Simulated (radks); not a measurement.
Initial-state core-level shifts of neutral tantalum when its valence configuration changes from [Xe] 4f14 5d3 6s2. Method: Dirac Kohn-Sham, BLYP, spin-unpolarised, spherical densities, point nucleus; open shells fill j = l - 1/2 first; computed with a radial shooting solver on a logarithmic mesh with Libxc functionals. Shifts are changes of the shell-averaged eigenvalues in eV (positive: less bound).

valence                    2s       3p       4s       4d
4f14 5d1 6s2 6p2       -7.516   -7.413   -7.418   -7.450
4f13.5 5d3 6s2 6p0.5   -6.396   -6.997   -6.637   -6.326
4f13.5 5d4 6s1 6p0.5   -4.192   -4.825   -4.464   -4.140
4f14 5d2.5 6s2 6p0.5   -1.737   -1.721   -1.724   -1.731
4f11.5 5d3 6s2 6p2.5  -35.805  -39.153  -36.577  -34.761
4f13.5 5d3.5 6s2       -4.577   -5.194   -4.832   -4.516
4f14 5d3 6s1 6p1       -1.266   -1.270   -1.272   -1.271
4f14 5d2.5 6s1.5 6p1   -2.370   -2.355   -2.359   -2.365
4f14 5d3.5 6s1.5       +0.943   +0.930   +0.933   +0.939
